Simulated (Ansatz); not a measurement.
A run for Ansatz (an electronic-structure program): U-r2SCAN/def2-TZVPP on H2Sn (SMILES [SnH2]), a point of a bond scan (R = 2.137 Å). Elements past Kr take the def2 small-core potentials; no spin–orbit coupling.

Ansatz 0.2 input:
```yaml
crystal:
  periodic: [false, false, false]
  atoms:
    - {symbol: Sn, position_ang: [0.00658915, -0.00056144, 0.04773306]}
    - {symbol: H, position_ang: [-0.21134670, -1.50092457, -1.45768668]}
    - {symbol: H, position_ang: [-0.15443354, 1.27893623, -1.17986985]}
basis:
  gaussian:
    orbitals: def2-TZVPP
hamiltonian:
  xc: {name: r2SCAN}
magnetization: {spin_polarized: true, initial_magnetization: 0}
```

Program output:

```
WARN ansatz: RAYON_NUM_THREADS=1 ignored (pool sized by the plan → 1); use --threads N
Functional definition: r2SCAN
integrals: 0.01 GiB planned
506 factors; their error is unknown
mean field: 0.20 GiB planned
mean field evaluation 1: about -5863.6379 eV, gradient 9.7e0 eV
mean field evaluation 2: about -5862.9668 eV, gradient 1.3e1 eV
mean field evaluation 4: about -5864.4704 eV, gradient 8.1e-1 eV
mean field evaluation 8: about -5864.4688 eV, gradient 1.9e-2 eV
mean field evaluation 16: about -5864.3069 eV, gradient 1.4e0 eV
mean field -5864.46883635 eV, -215.5152546561 hartree, gradient 3.4e-5 eV, S^2 0.000000; 1 other end points of the search recorded, 0 dependent functions left out
reference -5864.46885295 eV, -215.5152552661 hartree; 12, 12 occupied and 66, 66 virtual orbitals, 506 factors
Total energy: -5864.46885295 eV, -215.5152552661 hartree
```

The calculation finished and met its thresholds.

Cost: around 1.6 core-seconds (rough).
